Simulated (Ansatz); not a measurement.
Geometry optimisation, Ansatz 0.2.0, RKS PBE0-D4/def2-SVP.

Input:

```yaml
crystal:
  periodic: [false, false, false]
  atoms:
    - { symbol: "N", position_ang: [-1.13446, -0.65974, -0.67505] }
    - { symbol: Ge, position_ang: [-0.00595, 0.35493, 0.15361] }
    - { symbol: O, position_ang: [1.52641, -0.60413, 0.25563] }
    - { symbol: H, position_ang: [-2.04929, -0.23308, -0.79992] }
    - { symbol: H, position_ang: [0.53196, 1.74595, -0.43011] }
    - { symbol: H, position_ang: [-0.18366, 0.8221, 1.67444] }
    - { symbol: H, position_ang: [1.31499, -1.42605, -0.1786] }
total_charge: -1
basis:
  gaussian: { orbitals: def2-SVP }
hamiltonian:
  xc: pbe0
  dispersion: d4
relax:
  f_tol: 0.02
  max_steps: 50
```

Launched with:

```bash
$ ansatz run input.yaml --threads 1 --pin off --max-ram 2048MiB --backend cpu --events-out ev --progress --plain --runs-dir out
```

Q: Where does it end, and by what steps?

A: The forces met the threshold. The force dipped under the threshold on the way, but the program's further checks kept it going. Limits of this set-up: an anion without diffuse functions, the dipole of an ion depends on the origin. After 22 steps the energy has fallen by 0.140 eV; H4 moved furthest, 0.73 Å.

```tsv
step	energy less start (eV)	largest force component (eV/Å)	accepted
0	0.0000	0.731	yes
1	-0.0206	0.359	yes
2	-0.0290	0.104	yes
3	-0.0316	0.090	yes
4	-0.0319	0.018	yes
5	-0.0321	0.060	yes
6	-0.0331	0.159	yes
7	-0.0343	0.279	yes
8	-0.0374	0.246	yes
9	-0.0573	0.266	yes
10	-0.0538	0.665	no
11	-0.0655	0.161	yes
12	-0.0785	0.197	yes
13	-0.0922	0.383	yes
14	-0.1062	0.264	yes
15	-0.0960	1.124	no
16	-0.1222	0.122	yes
17	-0.1324	0.149	yes
18	-0.1297	0.534	no
19	-0.1368	0.079	yes
20	-0.1398	0.027	yes
21	-0.1399	0.029	yes
22	-0.1401	0.009	yes
```

```xyz
7
Properties=species:S:1:pos:R:3
N -1.503 -0.460 -0.223
Ge -0.047 0.409 0.244
O 1.530 -0.534 -0.033
H -1.530 -0.467 -1.253
H 0.413 1.788 -0.403
H -0.060 0.699 1.791
H 1.197 -1.435 -0.123
```

The run took 54 s on 1 thread of Intel(R) Xeon(R) Platinum 8375C CPU @ 2.90GHz (Ice Lake), with other jobs on the host, peak memory 0.17 GiB.
